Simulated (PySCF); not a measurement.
# CH10NPSi3

CH10NPSi3 is a carbene (divalent C1, bonded to 1 N + 1 P), neutral, triplet. The structure, one conformer, was relaxed in the gas phase by PBE0-D3(BJ)/def2-SVP. No frequency run checks that it is a minimum.

This triplet is an excited state: in a carbene with lone-pair donors on the centre (P, N) the singlet is known to lie well below it (the gap isn't computed here), so the molecule in its ground state shows no EPR spectrum.

SMILES: [SiH3]P[C]N([SiH3])[SiH3]

Coordinates in Å:
```
C1      0.053    0.085   -1.015
N2     -1.094    0.050   -0.276
Si3    -1.363   -1.467    0.600
Si4    -2.172    1.461   -0.333
P5      1.493    1.128   -0.878
Si6     2.815   -0.187    0.436
H7     -1.406   -2.611   -0.356
H8     -0.251   -1.687    1.572
H9     -2.666   -1.351    1.318
H10    -3.412    1.109    0.417
H11    -1.505    2.636    0.302
H12    -2.486    1.792   -1.753
H13     2.111    0.773   -2.113
H14     4.207    0.364    0.464
H15     2.243   -0.136    1.814
H16     2.846   -1.604   -0.036
```

EPR values by unrestricted B3LYP, IGLO-III on C N P Si, pcH-1 on H.

Question: Predict g and the largest hyperfine couplings. Where does the spin sit?

Answer: g = 2.0011, 2.0022, 2.0030. The zero-field splitting dominates the spectrum: D = 0.41 cm⁻¹, |E| = 0.029 cm⁻¹ (spin-spin and spin-orbit parts, DFT, rough). The spin sits on C1 (75 %, bonded to 1 N + 1 P) by Mulliken populations.
```tsv
atom	isotope	isotropic (MHz)	dipolar, principal values (MHz)
C1	13C	209.4	-61.2, 16.4, 44.8
P5	31P	28.4	-43.6, -33.6, 77.2
Si6	29Si	-75.8	-11.7, 5.4, 6.3
Si4	29Si	-36.6	-6.6, 2.7, 3.9
Si3	29Si	-37.3	-3.9, 1.4, 2.6
H13	1H	24.8	-3.8, -2.2, 6.0
```

Question: How do the isotropic couplings move with BHandHLYP?

Answer: C1 209.4 to 239.6 MHz, P5 28.4 to 5.3 MHz, Si6 -75.8 to -71.6 MHz, Si4 -36.6 to -33.7 MHz.

The 2 runs behind this took 7.7 min in all, one thread each of Arm Neoverse V2 on a shared host, launched as `OMP_NUM_THREADS=1 python cluster_run.py task.json out`.
